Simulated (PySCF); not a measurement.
Chain-length series, n-germane H/H (end groups after the name). All species are isolated molecules in the gas phase. One relaxed conformer stands for each flexible species; it need not be the lowest. Strings in code marks are SMILES.

The HOMO from two functionals at the same geometries (PBE0-D3(BJ)/def2-SVP), both in PySCF: PBE-D3(BJ)/def2-TZVP and ωB97X-D3(BJ)/def2-TZVP. 

```
species                                         ωB97X-D3(BJ)/def2-TZVP (eV)
----------------------------------------------  ---------------------------
n = 2 (`[GeH3][GeH3]`)                                               -10.48
n = 3 (`[GeH3][GeH2][GeH3]`)                                         -10.03
n = 6 (`[GeH3][GeH2][GeH2][GeH2][GeH2][GeH3]`)                        -9.20
```

Problem. What does PBE-D3(BJ)/def2-TZVP give for each?

Solution. 
- n = 2 (`[GeH3][GeH3]`): -7.12
- n = 3 (`[GeH3][GeH2][GeH3]`): -6.81
- n = 6 (`[GeH3][GeH2][GeH2][GeH2][GeH2][GeH3]`): -6.23
Over these rows, drawn at random from the members with no instability flagged (it was tested for open shells, ions and some series alone), PBE minus ωB97X-D3(BJ): mean +3.18 eV, from +2.97 eV to +3.36 eV.
